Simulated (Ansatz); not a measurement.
Species: CH3OSi, charge 0, doublet. CH3OSi (SMILES C([SiH2])=O, doublet).
B3LYP-D3(BJ)/def2-TZVP minimum from Ansatz (a quantum-chemistry and plane-wave program):
```
C
O 1 1.2121
H 1 1.1132 2 120.10
Si 1 1.8978 3 117.01 2 178.19
H 4 1.4796 1 113.20 3 161.14
H 4 1.4835 5 113.55 1 130.29
```
Charge 0, spin multiplicity 2.

Quantity: atomisation energy (electronic, to ground-state atoms), in kcal/mol. Radicals and triplets start from unrestricted determinants; spin-orbit coupling is neglected. CBS(X,Y): correlation extrapolated as X^-3, Hartree-Fock from the larger set. A bracket is a step between two methods taken in the basis named. The functionals are non-relativistic, so their misses hold any scalar relativity. Double hybrids freeze cores in their MP2 part. 'core' is core correlation in cc-pwCVTZ (1s frozen past Ne), 'X2C' scalar relativity in cc-pVTZ-DK, both at CCSD(T). Where a partner has so few electrons that a lower coupled-cluster level is exact, that level stands in. The UHF reference of CH3OSi (O=C[SiH2], doublet) is spin-contaminated (<S^2> up to 0.11 over the pure value in the sets run).

CCSD(T)/CBS(cc-pV(T+d)Z,cc-pV(Q+d)Z) + [CCSDT(Q) - CCSD(T)]/cc-pV(D+d)Z + core + X2C (Ansatz) gives 486.7 kcal/mol.

Q: What does PBE/def2-TZVPD (Ansatz) give here, and how do the other levels compare?

A: PBE gives 500.4 kcal/mol, 13.7 kcal/mol above it. Differences of the others: r2SCAN/def2-TZVPD (Ansatz) 4.6; B3LYP/def2-TZVPD (Ansatz) -1.7; PBE0/def2-TZVPD (Ansatz) -1.7; B2PLYP/def2-TZVPD (Ansatz) -6.0; CCSD(T)/CBS(cc-pV(T+d)Z,cc-pV(Q+d)Z) + core + X2C (Ansatz) -1.2 kcal/mol.
